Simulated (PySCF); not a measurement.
## Atomic charges by several schemes

Compound: SiHMe2(SiH3), C₂H₁₀Si₂.
Z-matrix (Å and degrees, PBE0-D3(BJ)/def2-SVP geometry), rows numbered from 1:
```
Si
H   1  1.5004
C   1  1.8859  2  109.21
H   3  1.1008  1  111.18  2    59.31
H   3  1.1015  1  110.65  2   -60.80
H   3  1.1010  1  110.65  2   179.45
C   1  1.8858  2  109.33  3  -121.32
H   7  1.1004  1  111.26  2   -59.24
H   7  1.1007  1  110.68  2  -179.39
H   7  1.1015  1  110.67  2    60.87
Si  1  2.3494  2  107.90  3   119.37
H  11  1.4975  1  111.56  2   -57.06
H  11  1.4994  1  110.19  2  -176.79
H  11  1.4979  1  111.18  2    63.70
```

Density: PBE0/pcSseg-1 (PySCF); schemes: Mulliken, IAO, Hirshfeld and ESP-fitted. Isolated species at its PBE0-D3(BJ)/def2-SVP geometry, gas phase.

Question: For which atoms does the sign change between the 4 schemes (beyond +0.03 e in one, beyond −0.03 e in another)?

Answer: For none.

Question: Which atoms carry the lowest charge in the Mulliken, IAO, Hirshfeld and ESP-fitted schemes?

Answer: All schemes pick atoms of one kind: Mulliken C3 and C7 (-0.617); IAO C7 (-0.702); Hirshfeld C3 and C7 (-0.210); ESP-fitted C3 (-0.669).

Question: Tabulate the Mulliken, IAO, Hirshfeld and ESP-fitted charges.

Answer: In e:

| atom | environment | Mulliken | IAO | Hirshfeld | ESP-fitted |
| --- | --- | --- | --- | --- | --- |
| Si1 | silicon bonded to 2 C, Si and H | +0.414 | +0.657 | +0.289 | +0.688 |
| H2 | hydrogen on Si1 | -0.055 | -0.121 | -0.088 | -0.182 |
| C3 | carbon bonded to Si and 3 H | -0.617 | -0.701 | -0.210 | -0.669 |
| H4 | hydrogen on C3 | +0.148 | +0.155 | +0.043 | +0.150 |
| H5 | hydrogen on C3 | +0.146 | +0.152 | +0.043 | +0.169 |
| H6 | hydrogen on C3 | +0.144 | +0.151 | +0.042 | +0.159 |
| C7 | carbon bonded to Si and 3 H | -0.617 | -0.702 | -0.210 | -0.648 |
| H8 | hydrogen on C7 | +0.148 | +0.155 | +0.043 | +0.143 |
| H9 | hydrogen on C7 | +0.144 | +0.151 | +0.042 | +0.155 |
| H10 | hydrogen on C7 | +0.146 | +0.153 | +0.043 | +0.163 |
| Si11 | silicon bonded to Si and 3 H | +0.207 | +0.240 | +0.195 | +0.017 |
| H12 | hydrogen on Si11 | -0.067 | -0.095 | -0.077 | -0.050 |
| H13 | hydrogen on Si11 | -0.074 | -0.099 | -0.079 | -0.045 |
| H14 | hydrogen on Si11 | -0.068 | -0.096 | -0.077 | -0.049 |

Mean size of the charges over all atoms: IAO 0.259 e, ESP-fitted 0.235 e, Mulliken 0.214 e, Hirshfeld 0.106 e. Each set sums to the total charge, 0, to within 0.001 e. The Hirshfeld scheme divides the density at each point in proportion to the densities of the neutral, spherically averaged free atoms. The Mulliken scheme gives each basis function's population to the atom it is centred on and halves the overlap population of two atoms between them.

Question: How closely do the schemes follow one another over all atoms?

Answer: Correlation coefficient and root-mean-square difference: Mulliken with IAO 0.99, 0.076 e; IAO with ESP-fitted 0.98, 0.069 e; Mulliken with ESP-fitted 0.96, 0.098 e; IAO with Hirshfeld 0.94, 0.223 e; Mulliken with Hirshfeld 0.91, 0.171 e; Hirshfeld with ESP-fitted 0.89, 0.221 e.

Question: Sum the charges by element.

Answer: 
```csv
element,atoms,Mulliken,IAO,Hirshfeld,ESP-fitted
Si,2,+0.621,+0.897,+0.484,+0.705
H,10,+0.613,+0.506,-0.063,+0.612
C,2,-1.234,-1.403,-0.420,-1.317
```

Question: How many electrons does the Mulliken scheme count on Si1?

Answer: Z − q = 14 − (+0.414) = 13.586.
